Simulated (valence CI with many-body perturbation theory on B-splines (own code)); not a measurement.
**Hf65+: calculated level list**

Method: configuration interaction combined with many-body perturbation theory (CI+MBPT): five valence electrons over a frozen Dirac-Fock core [He], radial functions for each j: 11 s, 11 p, 10 d, 8 f, 5 g, 2 h, with the one-electron correlation potential Σ1, the two-electron term Σ2, the three-electron term Σ3, Breit, model QED; selected CI, second order for the rest, scaled by the run's own slope (own B-spline code, finite nucleus).

The last digits are not significant, and no measured levels were compared; by estimate large intervals hold to a few tenths of a per cent, small ones and those within an open d or f shell to about a per cent. Among the levels kept, up to 7400 cm⁻¹ of a level comes from second order outside the variational space, and about a tenth of that is noise between levels of different J, which matters for small intervals.

Levels 1 to 45 of 202, with energies above the lowest level, (2s^2 2p1/2^2 2p3/2) J=3/2. "Leading %" is the weight of the configuration and term that name the level; weights of strongly mixed levels are sums over their largest components and can fall short. In the jj column 3d3/2^4 stands for four electrons in 3d with j = 3/2. Lifetimes count E1, E2, E3, M1 and M2 decay at the calculated energies, and are blank where another channel may lead or the interval is too uncertain; long ones can be off by a factor of two.

```csv
No.,Configuration,Term,J,E (× 10³ cm⁻¹),Leading %,Lifetime,Second component,Leading jj
1,2s²2p³,²P°,3/2,0.00,49,,27 % 2s²2p³ ²D°,2s^2 2p1/2^2 2p3/2 (100 %)
2,2s²2p³,⁴S°,3/2,9848.0,55,58.5 ps,44 % 2s²2p³ ²D°,2s^2 2p1/2 2p3/2^2 (100 %)
3,2s²2p³,²D°,5/2,10034,100,342 ps,,2s^2 2p1/2 2p3/2^2 (100 %)
4,2s²2p³,²P°,1/2,10439,100,104 ps,,2s^2 2p1/2 2p3/2^2 (100 %)
5,2s2p⁴,⁴P,5/2,12524,70,440 fs,30 % 2s2p⁴ ²D,2s 2p1/2^2 2p3/2^2 (100 %)
6,2s2p⁴,²S,1/2,13349,65,119 fs,26 % 2s2p⁴ ⁴P,2s 2p1/2^2 2p3/2^2 (100 %)
7,2s2p⁴,²P,3/2,13359,51,64.4 fs,35 % 2s2p⁴ ²D,2s 2p1/2^2 2p3/2^2 (100 %)
8,2s²2p³,²P°,3/2,20308,51,16.6 ps,28 % 2s²2p³ ²D°,2s^2 2p3/2^3 (99 %)
9,2s2p⁴,⁴P,3/2,22588,85,133 fs,10 % 2s2p⁴ ²D,2s 2p1/2 2p3/2^3 (100 %)
10,2s2p⁴,²D,5/2,22915,70,133 fs,30 % 2s2p⁴ ⁴P,2s 2p1/2 2p3/2^3 (100 %)
11,2s2p⁴,²P,1/2,23416,64,52.6 fs,35 % 2s2p⁴ ⁴P,2s 2p1/2 2p3/2^3 (100 %)
12,2s2p⁴,²D,3/2,23485,55,53.2 fs,44 % 2s2p⁴ ²P,2s 2p1/2 2p3/2^3 (100 %)
13,2p⁵,²P°,3/2,26437,99,44.3 fs,,2p1/2^2 2p3/2^3 (99 %)
14,2s2p⁴,⁴P,1/2,33409,39,62.2 fs,35 % 2s2p⁴ ²S,2s 2p3/2^4 (100 %)
15,2p⁵,²P°,1/2,36520,100,32.9 fs,,2p1/2 2p3/2^4 (100 %)
16,2s²2p²3s,⁴P,1/2,67204,46,5.14 fs,32 % 2s²2p²3s ²S,2s^2 2p1/2^2 3s (100 %)
17,2s²2p²3p,²P°,1/2,68016,46,400 fs,38 % 2s²2p²3p ⁴D°,2s^2 2p1/2^2 3p1/2 (100 %)
18,2s²2p²3p,²P°,3/2,71048,35,384 fs,20 % 2s²2p²3p ⁴D°,2s^2 2p1/2^2 3p3/2 (100 %)
19,2s²2p²3d,²D,3/2,71756,43,4.33 fs,32 % 2s²2p²3d ⁴F,2s^2 2p1/2^2 3d3/2 (100 %)
20,2s²2p²3d,²D,5/2,72613,36,778 as,18 % 2s²2p²3d ⁴D,2s^2 2p1/2^2 3d5/2 (100 %)
21,2s²2p²3s,⁴P,3/2,77169,88,7.82 fs,10 % 2s²2p²3s ²P,2s^2 2p1/2 2p3/2 3s (100 %)
22,2s²2p²3s,²P,1/2,77250,67,3.61 fs,33 % 2s²2p²3s ⁴P,2s^2 2p1/2 2p3/2 3s (100 %)
23,2s²2p²3s,²D,5/2,77327,65,7.08 fs,35 % 2s²2p²3s ⁴P,2s^2 2p1/2 2p3/2 3s (100 %)
24,2s²2p²3s,²D,3/2,77380,64,3.84 fs,35 % 2s²2p²3s ²P,2s^2 2p1/2 2p3/2 3s (100 %)
25,2s²2p²3p,⁴P°,1/2,77972,49,620 fs,28 % 2s²2p²3p ⁴D°,2s^2 2p1/2 2p3/2 3p1/2 (100 %)
26,2s²2p²3p,⁴D°,3/2,78022,55,538 fs,22 % 2s²2p²3p ²D°,2s^2 2p1/2 2p3/2 3p1/2 (100 %)
27,2s²2p²3p,²F°,5/2,78130,50,412 fs,30 % 2s²2p²3p ²D°,2s^2 2p1/2 2p3/2 3p1/2 (100 %)
28,2s²2p²3p,²P°,3/2,78452,43,242 fs,25 % 2s²2p²3p ²D°,2s^2 2p1/2 2p3/2 3p1/2 (99 %)
29,2s2p³3s,⁴P°,5/2,79512,48,10.2 fs,26 % 2s2p³3s ⁶S°,2s 2p1/2^2 2p3/2 3s (98 %)
30,2s2p³3s,²P°,3/2,79741,35,4.32 fs,25 % 2s2p³3s ⁴S°,2s 2p1/2^2 2p3/2 3s (98 %)
31,2s2p³3s,²P°,1/2,80256,41,4.22 fs,30 % 2s2p³3s ⁴D°,2s 2p1/2^2 2p3/2 3s (96 %)
32,2s2p³3s,²P°,3/2,80333,38,9.06 fs,19 % 2s2p³3s ²D°,2s 2p1/2^2 2p3/2 3s (98 %)
33,2s2p³3p,⁴P,3/2,80404,29,5.30 fs,21 % 2s2p³3p ⁶P,2s 2p1/2^2 2p3/2 3p1/2 (99 %)
34,2s2p³3p,²D,5/2,80412,26,2.09 fs,19 % 2s2p³3p ⁴D,2s 2p1/2^2 2p3/2 3p1/2 (99 %)
35,2s²2p²3p,⁴D°,5/2,80940,52,252 fs,33 % 2s²2p²3p ⁴P°,2s^2 2p1/2 2p3/2 3p3/2 (99 %)
36,2s²2p²3p,²P°,1/2,80978,36,99.5 fs,30 % 2s²2p²3p ⁴P°,2s^2 2p1/2 2p3/2 3p3/2 (98 %)
37,2s²2p²3p,²D°,3/2,81011,53,263 fs,21 % 2s²2p²3p ⁴P°,2s^2 2p1/2 2p3/2 3p3/2 (100 %)
38,2s²2p²3p,²F°,7/2,81065,65,309 fs,35 % 2s²2p²3p ⁴D°,2s^2 2p1/2 2p3/2 3p3/2 (100 %)
39,2s2p³3p,²P,1/2,81081,36,1.88 fs,18 % 2s2p³3p ⁴P,2s 2p1/2^2 2p3/2 3p1/2 (98 %)
40,2s2p³3p,²D,3/2,81094,35,2.70 fs,21 % 2s2p³3p ⁴F,2s 2p1/2^2 2p3/2 3p1/2 (99 %)
41,2s²2p²3p,²P°,3/2,81232,32,221 fs,31 % 2s²2p²3p ⁴S°,2s^2 2p1/2 2p3/2 3p3/2 (98 %)
42,2s²2p²3p,²D°,5/2,81291,66,293 fs,16 % 2s²2p²3p ²F°,2s^2 2p1/2 2p3/2 3p3/2 (100 %)
43,2s²2p²3p,²P°,1/2,81474,86,147 fs,7 % 2s²2p²3p ⁴D°,2s^2 2p1/2 2p3/2 3p3/2 (99 %)
44,2s²2p²3d,⁴F,3/2,81744,43,2.41 fs,26 % 2s²2p²3d ²P,2s^2 2p1/2 2p3/2 3d3/2 (99 %)
45,2s²2p²3d,⁴F,5/2,81755,53,6.25 fs,38 % 2s²2p²3d ²F,2s^2 2p1/2 2p3/2 3d3/2 (99 %)
```

The ionisation energy to 2s²2p² ³P0 of the next ion comes out as 15679 eV (NIST: 15680 ± 30 eV (theoretical)). All 202 levels together are meant to be complete up to 97301 × 10³ cm⁻¹.
